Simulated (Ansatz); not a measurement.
Born–Oppenheimer molecular dynamics of a periodic cell of 24 atoms, H16CO7 (contents 6 H2O + 1 CH3OH, density as packed 0.94 g/cm³ with natural masses). It goes on from the last frame of an earlier run, with new velocities.

Computed with DFT PBE-D3(BJ), scalar-relativistic, plane waves, PAW (Ansatz 0.2.0). Settings: accuracy low, cutoff 420 eV, k mesh 1x1x1, fermi-dirac smearing 0.05 eV, no spin polarisation.

```yaml
ensemble: NVE (velocity Verlet)
time_step: 0.75 fs
steps_asked: 400
starting_velocities_drawn_for: 300 K
seed: 598038
```

Frames 3.75 fs apart, positions in Å, forces in eV/Å.

Velocities at 82.5 fs (Å/ps):

```
O 0.70 3.04 -3.01
H 12.29 9.47 5.51
H -12.67 4.00 15.15
O -0.95 -3.56 0.78
H -11.05 41.58 -11.87
H -25.60 4.07 1.60
O -2.92 -2.53 -3.67
H 7.54 0.83 -28.36
H 13.34 16.81 -14.42
O -3.87 -2.41 3.71
H -10.78 13.25 -10.66
H -25.02 -11.64 11.44
O 0.33 -0.17 1.51
H -3.18 -10.99 25.25
H -4.50 11.96 35.38
O -2.26 -1.66 -2.10
H 17.85 23.17 16.88
H 10.61 17.35 -9.56
C 4.29 1.80 0.29
O 4.57 -0.29 0.23
H 34.70 3.22 14.46
H 21.66 9.63 4.23
H -6.02 -5.83 0.07
H -0.13 -27.82 -17.98
```

```xyz
24
Lattice="6.2743 0.0000 0.0000 0.0000 6.2743 0.0000 0.0000 0.0000 6.2743" Properties=species:S:1:pos:R:3:forces:R:3 time_fs=82.5 energy_less_start_eV=0.084 T=273
O 0.390 4.649 1.355 -1.21 -0.40 1.86
H 0.640 4.145 0.571 0.35 -0.76 -1.09
H -0.267 4.071 1.861 1.17 0.90 -0.88
O 1.123 3.385 5.396 0.92 0.19 0.87
H 2.084 3.143 5.251 -1.68 0.26 -0.51
H 0.483 3.197 4.681 0.64 -0.38 -0.38
O 5.481 0.652 1.418 0.28 0.36 -0.13
H 5.023 0.954 0.618 -0.42 -0.03 -0.13
H 5.956 -0.178 1.124 -0.22 -0.04 0.60
O 2.011 1.701 1.570 1.26 0.75 1.46
H 1.208 1.414 1.185 -2.03 -0.56 -0.61
H 2.668 1.637 0.879 0.72 -0.06 -0.79
O 2.935 3.950 2.921 -0.32 1.06 -0.07
H 2.326 3.319 2.491 0.07 -0.64 -0.29
H 2.464 4.801 2.720 0.65 -0.62 0.21
O 5.285 2.594 3.732 -0.75 1.02 -0.45
H 4.591 3.267 3.421 0.38 -0.74 0.32
H 5.153 1.825 3.140 0.42 -0.09 -0.50
C 2.754 0.765 4.556 -0.70 0.12 -0.15
O 3.707 1.345 5.434 -0.33 -0.46 1.46
H 2.812 -0.338 4.488 0.16 0.24 0.36
H 4.402 1.808 4.945 0.43 0.47 -0.72
H 1.754 1.070 4.969 0.41 -0.50 -0.58
H 2.874 1.176 3.542 -0.21 -0.12 0.13
24
Lattice="6.2743 0.0000 0.0000 0.0000 6.2743 0.0000 0.0000 0.0000 6.2743" Properties=species:S:1:pos:R:3:forces:R:3 time_fs=86.2 energy_less_start_eV=0.033 T=289
O 0.388 4.659 1.351 1.15 0.25 -1.01
H 0.700 4.135 0.538 -0.41 0.15 0.62
H -0.235 4.141 1.852 -0.48 -0.64 0.21
O 1.116 3.373 5.402 -2.34 0.30 0.96
H 2.017 3.297 5.155 1.44 -0.17 -1.06
H 0.455 3.195 4.686 0.81 -0.10 0.04
O 5.470 0.646 1.401 -0.39 1.28 -1.11
H 5.041 0.942 0.547 -0.06 -0.34 0.94
H 5.999 -0.135 1.110 0.04 -0.62 0.55
O 1.995 1.694 1.589 -1.19 -0.45 -1.21
H 1.106 1.453 1.146 1.31 0.47 1.11
H 2.645 1.590 0.852 -0.14 0.18 0.27
O 2.935 3.953 2.926 0.28 -0.74 0.30
H 2.323 3.254 2.566 0.40 0.42 -0.22
H 2.482 4.800 2.857 -0.28 0.16 -0.26
O 5.276 2.592 3.724 0.75 -0.19 0.25
H 4.662 3.311 3.491 -0.80 0.04 -0.44
H 5.212 1.871 3.055 0.13 0.26 -0.33
C 2.767 0.771 4.556 0.42 -0.75 -0.30
O 3.725 1.345 5.439 0.90 0.98 0.25
H 2.940 -0.316 4.564 -0.37 -0.09 0.14
H 4.464 1.847 4.936 -1.17 -0.51 0.08
H 1.762 1.017 4.933 0.01 -0.17 -0.17
H 2.863 1.072 3.495 0.02 0.28 0.40
24
Lattice="6.2743 0.0000 0.0000 0.0000 6.2743 0.0000 0.0000 0.0000 6.2743" Properties=species:S:1:pos:R:3:forces:R:3 time_fs=90.0 energy_less_start_eV=-0.018 T=305
O 0.393 4.671 1.341 0.41 -0.20 -0.11
H 0.716 4.129 0.555 -0.38 0.16 0.33
H -0.245 4.148 1.856 0.16 -0.09 -0.27
O 1.099 3.364 5.415 2.53 0.25 -0.55
H 2.021 3.434 4.961 -1.81 -0.05 0.96
H 0.508 3.174 4.676 -0.75 -0.20 -0.50
O 5.457 0.649 1.377 0.94 0.17 0.95
H 5.035 0.896 0.560 -0.79 0.11 -0.95
H 6.034 -0.155 1.171 -0.51 0.13 0.37
O 1.973 1.684 1.601 1.55 0.06 -0.49
H 1.108 1.534 1.215 -0.83 -0.15 -0.17
H 2.621 1.565 0.841 -0.68 0.31 0.77
O 2.938 3.952 2.935 0.71 -0.11 0.75
H 2.359 3.228 2.605 -0.15 0.22 -0.53
H 2.474 4.803 2.966 -0.28 -0.26 -0.38
O 5.271 2.591 3.717 0.38 -0.13 -0.86
H 4.651 3.338 3.515 -0.22 -0.54 -0.33
H 5.287 1.949 2.934 -0.09 0.68 0.57
C 2.785 0.769 4.553 1.04 -1.66 0.49
O 3.749 1.351 5.447 -0.87 0.35 0.50
H 3.023 -0.303 4.656 -0.59 -0.22 -0.25
H 4.407 1.840 4.920 0.30 0.40 -0.57
H 1.768 0.943 4.875 -0.46 0.24 0.36
H 2.855 1.004 3.493 0.38 0.53 -0.11
24
Lattice="6.2743 0.0000 0.0000 0.0000 6.2743 0.0000 0.0000 0.0000 6.2743" Properties=species:S:1:pos:R:3:forces:R:3 time_fs=93.8 energy_less_start_eV=-0.015 T=305
O 0.403 4.682 1.331 -0.93 -0.34 1.92
H 0.692 4.129 0.594 0.29 -0.48 -1.11
H -0.253 4.129 1.840 0.81 0.67 -0.64
O 1.097 3.356 5.423 -0.74 -0.37 -1.77
H 1.859 3.567 4.864 0.94 0.24 0.35
H 0.493 3.133 4.640 -0.22 0.05 1.34
O 5.449 0.656 1.358 -0.27 1.16 -0.28
H 4.955 0.846 0.507 0.41 -0.57 0.73
H 6.009 -0.169 1.274 -0.41 0.09 -0.33
O 1.960 1.674 1.611 -1.31 0.45 1.79
H 1.037 1.605 1.283 0.22 -0.22 -0.06
H 2.545 1.573 0.883 1.04 -0.04 -1.66
O 2.946 3.950 2.950 0.26 0.23 0.71
H 2.383 3.233 2.576 -0.10 0.06 -0.48
H 2.431 4.778 3.024 0.11 -0.45 -0.44
O 5.269 2.589 3.704 -0.08 1.11 -0.35
H 4.604 3.306 3.497 0.04 -0.36 0.04
H 5.354 2.096 2.865 0.00 -0.68 -0.27
C 2.812 0.749 4.556 -0.31 -1.33 0.96
O 3.767 1.361 5.459 -0.65 0.59 -0.55
H 3.032 -0.318 4.717 -0.37 -0.23 -0.49
H 4.365 1.869 4.848 0.10 -0.03 0.25
H 1.737 0.897 4.855 0.79 0.27 0.07
H 2.895 1.002 3.488 0.37 0.20 0.27
24
Lattice="6.2743 0.0000 0.0000 0.0000 6.2743 0.0000 0.0000 0.0000 6.2743" Properties=species:S:1:pos:R:3:forces:R:3 time_fs=97.5 energy_less_start_eV=-0.090 T=331
O 0.409 4.691 1.331 1.72 -0.14 -1.49
H 0.690 4.101 0.532 -0.23 0.99 0.52
H -0.206 4.152 1.780 -1.36 -1.08 1.13
O 1.091 3.345 5.418 0.53 0.30 -0.64
H 1.776 3.730 4.822 0.16 -0.20 0.55
H 0.434 3.091 4.742 -0.69 -0.21 0.06
O 5.440 0.671 1.338 -0.19 1.31 0.37
H 4.908 0.736 0.515 0.02 -0.08 0.02
H 5.936 -0.177 1.342 0.11 -0.33 -0.36
O 1.941 1.668 1.630 0.00 0.23 -1.35
H 0.976 1.641 1.333 1.28 -0.33 0.06
H 2.535 1.588 0.798 -1.24 0.32 1.25
O 2.956 3.947 2.970 -0.22 -1.24 -0.03
H 2.401 3.251 2.489 0.57 0.32 0.10
H 2.387 4.715 3.025 -0.22 0.70 -0.34
O 5.268 2.594 3.687 0.34 0.18 -1.22
H 4.551 3.234 3.479 -0.34 0.43 0.03
H 5.418 2.176 2.790 -0.12 -0.48 0.76
C 2.838 0.715 4.568 0.22 -0.50 0.54
O 3.779 1.375 5.466 -0.48 0.30 -1.01
H 2.994 -0.363 4.717 0.11 -0.13 -0.34
H 4.344 1.896 4.803 -0.10 -0.50 0.89
H 1.788 0.889 4.849 0.08 0.40 0.14
H 2.981 1.025 3.517 0.05 -0.25 0.36
24
Lattice="6.2743 0.0000 0.0000 0.0000 6.2743 0.0000 0.0000 0.0000 6.2743" Properties=species:S:1:pos:R:3:forces:R:3 time_fs=101.2 energy_less_start_eV=-0.055 T=319
O 0.424 4.697 1.325 -1.35 -1.50 1.43
H 0.666 4.173 0.509 0.01 0.02 -0.24
H -0.256 4.102 1.807 1.46 1.16 -0.92
O 1.089 3.337 5.407 0.25 0.44 -0.18
H 1.725 3.860 4.840 -0.95 -1.01 0.30
H 0.306 3.033 4.871 0.68 0.48 -0.26
O 5.430 0.697 1.321 0.29 -0.26 0.31
H 4.863 0.613 0.531 -0.24 0.54 -0.16
H 5.868 -0.209 1.365 0.05 0.63 -0.05
O 1.923 1.664 1.643 1.35 0.44 1.21
H 1.020 1.635 1.378 -1.88 -0.32 -0.51
H 2.410 1.638 0.819 0.64 0.07 -0.82
O 2.964 3.938 2.990 -0.98 0.69 -0.03
H 2.480 3.299 2.407 0.11 -0.41 0.04
H 2.338 4.710 2.980 0.88 -0.47 -0.24
O 5.268 2.602 3.660 -0.49 1.01 -0.58
H 4.474 3.198 3.467 0.58 -0.24 0.06
H 5.466 2.184 2.794 -0.19 -0.59 0.16
C 2.866 0.674 4.588 0.58 0.20 0.59
O 3.785 1.390 5.467 -1.53 -1.49 0.78
H 2.968 -0.423 4.673 0.37 0.20 0.10
H 4.327 1.878 4.848 1.05 0.51 -0.58
H 1.850 0.931 4.861 -0.49 0.19 0.06
H 3.075 1.020 3.581 -0.19 -0.29 -0.46
24
Lattice="6.2743 0.0000 0.0000 0.0000 6.2743 0.0000 0.0000 0.0000 6.2743" Properties=species:S:1:pos:R:3:forces:R:3 time_fs=105.0 energy_less_start_eV=0.062 T=280
O 0.432 4.693 1.327 1.37 1.47 -0.54
H 0.641 4.257 0.462 0.08 -0.31 -0.16
H -0.180 4.146 1.761 -1.38 -1.53 1.09
O 1.086 3.329 5.396 -1.42 -1.26 1.95
H 1.596 3.904 4.863 0.77 0.75 -1.62
H 0.251 3.031 4.960 0.66 0.48 -0.59
O 5.422 0.721 1.305 -0.65 -0.10 -0.56
H 4.796 0.565 0.536 0.35 1.03 0.57
H 5.816 -0.179 1.379 0.57 -0.04 0.16
O 1.911 1.663 1.661 -1.38 0.23 -1.15
H 0.928 1.589 1.385 1.41 -0.10 0.55
H 2.337 1.702 0.771 0.12 0.02 0.40
O 2.966 3.931 3.010 0.01 -0.75 -0.43
H 2.580 3.304 2.336 0.00 -0.29 0.44
H 2.377 4.678 2.902 -0.18 0.85 -0.21
O 5.265 2.618 3.629 0.34 0.32 0.28
H 4.454 3.147 3.456 -0.11 0.30 -0.40
H 5.488 2.114 2.822 -0.37 -0.41 -0.09
C 2.900 0.637 4.613 -0.40 1.45 -0.16
O 3.782 1.396 5.472 0.23 -0.64 0.11
H 2.989 -0.461 4.643 0.31 0.14 0.54
H 4.410 1.891 4.859 -0.37 -0.67 0.43
H 1.866 0.992 4.876 0.46 -0.59 -0.37
H 3.143 0.975 3.599 -0.43 -0.35 -0.23
24
Lattice="6.2743 0.0000 0.0000 0.0000 6.2743 0.0000 0.0000 0.0000 6.2743" Properties=species:S:1:pos:R:3:forces:R:3 time_fs=108.8 energy_less_start_eV=-0.093 T=331
O 0.446 4.696 1.329 -0.84 -0.77 0.36
H 0.625 4.303 0.406 -0.12 -0.13 0.85
H -0.193 4.073 1.791 1.05 0.67 -0.72
O 1.077 3.317 5.398 1.37 1.79 -0.49
H 1.513 3.970 4.745 -0.59 -1.58 0.99
H 0.254 3.081 4.963 -0.74 -0.27 -0.80
O 5.410 0.745 1.288 0.74 0.22 1.16
H 4.755 0.640 0.589 -0.57 0.36 -0.67
H 5.829 -0.145 1.409 0.13 -0.05 -0.23
O 1.891 1.665 1.673 1.09 0.40 -1.53
H 0.958 1.527 1.445 -0.54 -0.10 0.00
H 2.296 1.765 0.751 -0.30 -0.16 1.24
O 2.965 3.920 3.026 -0.68 0.36 -0.74
H 2.676 3.272 2.321 -0.35 0.03 0.61
H 2.422 4.717 2.797 0.60 -0.49 -0.06
O 5.265 2.637 3.599 0.52 -0.45 -0.45
H 4.430 3.126 3.399 0.06 0.15 -0.24
H 5.458 1.998 2.849 -0.59 0.41 0.50
C 2.930 0.614 4.636 0.17 1.00 -1.04
O 3.780 1.395 5.479 0.43 -0.51 0.48
H 3.050 -0.479 4.682 0.11 0.08 0.67
H 4.466 1.837 4.905 -0.32 -0.30 0.06
H 1.921 0.983 4.850 -0.37 -0.51 -0.10
H 3.157 0.886 3.586 -0.26 -0.15 0.15
24
Lattice="6.2743 0.0000 0.0000 0.0000 6.2743 0.0000 0.0000 0.0000 6.2743" Properties=species:S:1:pos:R:3:forces:R:3 time_fs=112.5 energy_less_start_eV=-0.159 T=354
O 0.456 4.697 1.332 -0.45 0.22 0.85
H 0.600 4.325 0.434 0.28 -0.38 -0.41
H -0.122 4.039 1.769 0.30 0.11 0.03
O 1.074 3.316 5.398 -2.39 -0.54 -0.53
H 1.393 3.886 4.706 1.40 0.70 -0.74
H 0.207 3.105 4.889 0.99 -0.27 0.93
O 5.402 0.770 1.277 0.14 0.18 0.62
H 4.673 0.767 0.589 0.71 -0.18 0.31
H 5.857 -0.116 1.405 -0.60 0.16 -0.68
O 1.877 1.669 1.675 -0.48 -0.21 1.88
H 0.938 1.450 1.511 -0.15 0.11 -0.14
H 2.241 1.818 0.828 0.79 0.25 -2.07
O 2.960 3.912 3.037 -0.01 0.47 -0.07
H 2.724 3.232 2.377 -0.77 -0.44 -0.05
H 2.529 4.716 2.683 0.25 -0.16 -0.05
O 5.269 2.653 3.567 -0.32 0.21 -0.09
H 4.417 3.127 3.315 0.58 0.05 0.32
H 5.359 1.918 2.923 -0.01 -0.13 -0.35
C 2.962 0.602 4.648 -0.07 -0.56 -0.45
O 3.779 1.390 5.490 -0.27 -0.37 0.90
H 3.126 -0.484 4.806 -0.16 0.25 0.28
H 4.496 1.750 4.953 0.54 0.51 -0.57
H 1.933 0.908 4.811 -0.53 -0.20 0.23
H 3.141 0.779 3.584 0.26 0.22 -0.15
```

Of the whole run (300 fs, mean temperature of the second half 314 K): The conserved energy stayed within 0.33 meV per atom of its start (net change 0.14 meV per atom), so the integration is sound. A run of 0.3 ps of so small a system gives no equilibrium averages. Limits of this set-up: coarse k mesh, low accuracy level.

The run took 8 min on 1 thread of Arm Neoverse V1, with other jobs on the host, peak memory 0.38 GiB.
